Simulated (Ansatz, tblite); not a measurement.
Spin states of the cluster Si₅Mo₂⁺, each relaxed with r2SCAN-D4/def2-SVP in Ansatz. Electronic energies in the gas phase.

In the def2 sets Mo takes a core potential; there is no spin–orbit coupling. The xTB rows come from tblite. HSE06 is defined as in plane-wave codes, on full-range PBE exchange. The structure comes from a short search, and lower isomers may exist.

Doublet geometry (Cs within 0.1 Å):

```xyz
7

Mo   -0.629    0.816    0.934
Mo    0.019   -1.062    1.996
Si    1.299    1.798   -0.261
Si   -0.711   -1.532   -0.204
Si   -1.948    0.222   -1.071
Si    0.361    0.164   -1.769
Si    1.610   -0.406    0.374
```

Quartet geometry:

```xyz
7

Mo    1.1296    0.0102    1.0298
Mo   -0.5667   -1.4557    1.2755
Si    1.2551   -1.4918   -0.8110
Si   -1.3853    0.7641    0.6816
Si    0.3966    2.2999    0.3828
Si    0.3120    0.8437   -1.4338
Si   -1.1413   -0.9704   -1.1249
```

⟨S²⟩: doublet 0.90 at PBE0-D4/def2-TZVP (pure 0.75), quartet 3.93 at PBE0-D4/def2-TZVP (pure 3.75).

Run but left out: HF/STO-3G, HF/def2-SVP, HF/def2-TZVP, MP2/def2-SVP, MP2/def2-TZVP, CCSD/def2-SVP, CCSD(T)/def2-SVP (doublet: ⟨S²⟩ 4.43 to 4.74, where a pure state has 0.75).

Only these spin states were relaxed. Higher spins weren't run and may lie lower. The quartet has other bonds than the doublet, so the gap mixes isomer and spin.

```json
{"level": "GFN1-xTB", "quartet − doublet (kcal/mol)": "13.4", "lowest of these": "doublet", "remarks": "–"}
{"level": "PBE-D4/def2-TZVP", "quartet − doublet (kcal/mol)": "14.0", "lowest of these": "doublet", "remarks": "–"}
{"level": "HSE06-D4/def2-TZVP", "quartet − doublet (kcal/mol)": "10.6", "lowest of these": "doublet", "remarks": "spin-contaminated (⟨S²⟩ 0.89) (doublet), spin-contaminated (⟨S²⟩ 3.92) (quartet)"}
```

Task: Estimate the rows for GFN2-xTB, r2SCAN-D4/def2-TZVP, PBE0-D4/def2-TZVP.

Result: 
| level | quartet − doublet (kcal/mol) | lowest of these | remarks |
| --- | --- | --- | --- |
| GFN2-xTB | 3.2 | doublet | – |
| r2SCAN-D4/def2-TZVP | 11.5 | doublet | spin-contaminated (⟨S²⟩ 0.84) (doublet), spin-contaminated (⟨S²⟩ 3.88) (quartet) |
| PBE0-D4/def2-TZVP | 10.3 | doublet | spin-contaminated (⟨S²⟩ 0.90) (doublet), spin-contaminated (⟨S²⟩ 3.93) (quartet) |

The xTB methods have no spin-polarisation term.
